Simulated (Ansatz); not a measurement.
Consider the formal exchange of groups at the Si–C bond: `C[Si](O)(F)[SiH3]` + `C=C(F)CS` → `O[SiH](F)[SiH3]` + `C/C=C(\F)CS`.

Calculated with Ansatz (gas phase, PBE0-D4/def2-TZVP geometries, no zero-point term in ΔE). CBS: MP2 limit from def2 TZ/QZ plus the TZ coupled-cluster correction, frozen cores. DFT in def2-TZVPP. One conformer a species, not always the lowest.

| level | ΔE (kJ/mol) |
| --- | --- |
| PBE0-D4 | 42.3 |
| B2PLYP | 41.0 |
| PBE | 40.3 |
| r2SCAN | 44.8 |
| HF/def2-TZVPP | 37.7 |
| HF/CBS(def2) | 37.5 |
| MP2/CBS(def2) | 43.2 |
| CCSD/CBS(def2) | 42.6 |

(1) What does CCSD(T)/CBS give? (Best estimate.)

Largest T1 diagnostic among the species: 0.013.

## Answers

(1) Ansatz gave: +43.0 kJ/mol. The listed levels differ from it by -0.7, -2.0, -2.7, 1.8, -5.3, -5.5, 0.2, -0.4 kJ/mol.

In def2-TZVPP, CCSD(T) changes the Hartree–Fock value by +4.1 kJ/mol (the triples alone add +0.4 kJ/mol) and MP2 by +4.4 kJ/mol.
